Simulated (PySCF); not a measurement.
Species: C₂H₈AlBi.
Atom-mapped SMILES: `[CH2:1]=[CH:2][AlH2-:3][BiH3+:4]` (hydrogens: H5, H6 on C1; H7 on C2; H8, H9 on Al3; H10, H11, H12 on Bi4)
Bond orders are those of one Lewis drawing.

Method: PySCF 2.14.0, PBE0-D3(BJ)/def2-SVP geometry optimisation, gas phase, def2 core potentials past Kr; density fitting, grid level 1; the optimiser is geomeTRIC in internal coordinates, started from a GFN2-xTB structure with every atom displaced at random (about 0.01 Å).

Step 4: E = -14630.3010 eV
```
atom  x, y, z in Å  |  force x, y, z in eV/Å
C1      2.1062    0.4628    0.9525    0.032   0.063   0.029
C2      1.4269    0.3572   -0.2015   -0.060   0.013   0.015
Al3     0.4354   -1.2684   -0.6575    0.006  -0.104  -0.050
Bi4    -2.1739    0.1236    0.0285    0.086  -0.060   0.007
H5      2.7045    1.3480    1.2087   -0.009  -0.008   0.014
H6      2.1101   -0.3366    1.7052   -0.021  -0.010  -0.016
H7      1.4892    1.2198   -0.8813    0.037  -0.013  -0.028
H8      0.2585   -2.3586    0.4992    0.000   0.025  -0.005
H9      0.1565   -1.6556   -2.1804   -0.050   0.034   0.019
H10    -3.9087   -0.3012    0.0817    0.052   0.017  -0.009
H11    -2.4627    1.7847   -0.5395   -0.026   0.014   0.002
H12    -2.1024    0.5962    1.7401   -0.047   0.029   0.022
```

Step 5: E = -14630.3079 eV
```
atom  x, y, z in Å  |  force x, y, z in eV/Å
C1      2.0774    0.4683    0.9563   -0.007   0.099   0.000
C2      1.4319    0.3474   -0.2158   -0.032  -0.055  -0.007
Al3     0.4475   -1.2847   -0.6732   -0.011  -0.001  -0.034
Bi4    -2.1453    0.1293    0.0482    0.142   0.012   0.021
H5      2.6655    1.3597    1.2135    0.009  -0.018   0.042
H6      2.0523   -0.3181    1.7226   -0.002   0.003  -0.027
H7      1.5181    1.1962   -0.9114    0.033  -0.022   0.005
H8      0.2678   -2.3706    0.4838    0.007  -0.003   0.006
H9      0.1472   -1.6522   -2.1953   -0.045   0.011   0.006
H10    -3.8707   -0.3016    0.0848   -0.062  -0.023   0.003
H11    -2.4561    1.7889   -0.5195    0.002  -0.009   0.000
H12    -2.0960    0.6093    1.7617   -0.035   0.006  -0.016
```

Step 6: E = -14630.3151 eV
```
atom  x, y, z in Å  |  force x, y, z in eV/Å
C1      2.0260    0.4860    0.9629   -0.045   0.057  -0.029
C2      1.4440    0.3264   -0.2380    0.037  -0.070  -0.032
Al3     0.4642   -1.3092   -0.7030   -0.038   0.100   0.027
Bi4    -2.0953    0.1350    0.0871    0.019  -0.004  -0.006
H5      2.5994    1.3852    1.2242    0.014  -0.013   0.044
H6      1.9542   -0.2773    1.7496    0.013   0.014  -0.015
H7      1.5752    1.1493   -0.9578    0.012  -0.010   0.020
H8      0.2867   -2.3938    0.4532    0.018  -0.036   0.001
H9      0.1173   -1.6398   -2.2222   -0.028  -0.015  -0.003
H10    -3.8251   -0.3060    0.0938   -0.007  -0.010   0.007
H11    -2.4174    1.7889   -0.4917    0.016  -0.007  -0.005
H12    -2.0893    0.6272    1.7975   -0.011  -0.005  -0.009
```

Question: Estimate the geometry and energy of step 7. (The exact step hangs on the optimiser's Hessian estimate; all steps are aligned on step 6, rigid shifts and turns removed.)

Answer: E = -14630.3179 eV, largest force 0.111 eV/Å
```
atom  x, y, z in Å  |  force x, y, z in eV/Å
C1      2.0017    0.4957    0.9637   -0.039   0.009  -0.008
C2      1.4546    0.3195   -0.2512    0.051  -0.041  -0.030
Al3     0.4673   -1.3129   -0.7135   -0.042   0.094   0.040
Bi4    -2.0743    0.1331    0.1063    0.003  -0.012  -0.011
H5      2.5711    1.3938    1.2373    0.007   0.000   0.009
H6      1.9043   -0.2595    1.7550    0.011   0.008   0.004
H7      1.6086    1.1309   -0.9790    0.005  -0.002   0.014
H8      0.3008   -2.4045    0.4389    0.023  -0.028  -0.008
H9      0.0894   -1.6302   -2.2282   -0.018  -0.017  -0.004
H10    -3.8032   -0.3110    0.1012   -0.013  -0.007   0.000
H11    -2.3898    1.7823   -0.4884    0.010  -0.003  -0.002
H12    -2.0907    0.6347    1.8135    0.003  -0.001  -0.004
```

The energy changes by -0.0028 eV. The first-order estimate −F·Δx gives -0.0037 eV and the mean of the old and new forces, exact on a quadratic surface, -0.0027 eV. The step makes an angle of 79° with the force vector and moves no atom by more than 0.053 Å.

The cost below is that of the whole optimisation. Hardware: one thread of an Intel Xeon Platinum 8488C, on a shared host. Cost: 57 s wall, 0.48 GiB resident at most.
